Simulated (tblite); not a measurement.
Run record: tight-binding relaxation, `C(#N)C[SiH2]C[SiH2]NC(C)=O`.

Computed with GFN2-xTB geometry optimisation, gas phase (tblite 0.8.0). Start geometry: from a force field or distance geometry. A driver script takes a list of jobs; this job's settings line and coordinates (Å) are shown.

Command:
```bash
OMP_NUM_THREADS=1 python probes_run.py task.json out
```

Input:
```
{"job": {"kind": "relax", "xc": "GFN2-xTB", "basis": "xTB"}, "charge": 0, "multiplicity": 1}
C      2.410300     1.917200     0.033600
C      1.737000     0.569500     0.002700
O      1.791200    -0.182100     0.991600
N      1.082600     0.297200    -1.163800
Si     0.315300    -1.232300    -1.486600
C     -0.507700    -2.073200    -0.091300
Si    -2.007500    -1.137200     0.418700
C     -1.710600     0.422500     1.396100
C     -1.474400     1.584700     0.543000
N     -1.280200     2.507900    -0.130700
H      2.437700     2.368500    -0.962800
H      3.420900     1.809500     0.407600
H      1.834100     2.581400     0.710200
H      1.015600     0.983800    -1.889200
H      1.358600    -2.098400    -2.065200
H     -0.641000    -0.971200    -2.582900
H      0.176400    -2.205500     0.762500
H     -0.802000    -3.085600    -0.399200
H     -2.911000    -0.888100    -0.725800
H     -2.779700    -2.048600     1.310100
H     -2.599500     0.618900     2.020700
H     -0.876700     0.280600     2.080500
```

Output:
```
step      E/eV     max force
  0    -821.19914    2.423
  1    -821.35209    3.680
  2    -821.36313    4.112
  3    -821.45131    1.427
  4    -821.47961    0.625
  5    -821.50010    0.383
  6    -821.52903    0.251
  7    -821.53481    0.226
  8    -821.54352    0.162
  9    -821.54719    0.135
... (106 lines left out)
116    -821.66564    0.024
117    -821.66568    0.018
118    -821.66574    0.021
119    -821.66579    0.026
120    -821.66587    0.025
121    -821.66595    0.022
122    -821.66602    0.021
123    -821.66606    0.014
124    -821.66608    0.011
125    -821.66610    0.010
```

«max force» is the largest atomic force in eV/Å.

**Question.** From which step on does the largest force stay under 0.1 eV/Å, and how much energy is left to gain from there?

**Answer.** From step 55 (0.098 eV/Å), 27.7 meV above the end.

In short: energy lowered by 10.8 kcal/mol over 125 steps; largest atomic force 0.010 eV/Å at the end.

**Question.** Give the final coordinates.

**Answer.** 0.393 Å rms from the input after alignment:
```
atom  x, y, z in Å
C1     2.1827    1.9253    0.1252
C2     1.6969    0.5208   -0.1194
O3     1.9667   -0.4287    0.5929
N4     0.9203    0.3315   -1.2060
Si5    0.4270   -1.3136   -1.5564
C6    -0.6063   -2.1007   -0.1651
Si7   -2.0851   -1.1127    0.4869
C8    -1.4523    0.4583    1.4057
C9    -1.3083    1.5540    0.5122
N10   -1.1934    2.4226   -0.2272
H11    2.8391    2.2263   -0.6892
H12    2.7304    1.9700    1.0623
H13    1.3353    2.6075    0.1562
H14    0.6411    1.1386   -1.7393
H15    1.6412   -2.0857   -1.8124
H16   -0.3844   -1.1328   -2.7639
H17    0.0621   -2.3154    0.6687
H18   -0.9673   -3.0633   -0.5244
H19   -3.0021   -0.6941   -0.5791
H20   -2.8253   -1.8849    1.4976
H21   -2.1473    0.7447    2.1954
H22   -0.4814    0.2518    1.8594
```

**Question.** How long does this job take on an Intel Xeon 6975P-C with one thread, on a shared host?

**Answer.** About 1.2 s.
Labels such as C1 count atoms from 1, the log's own numbers from 0.
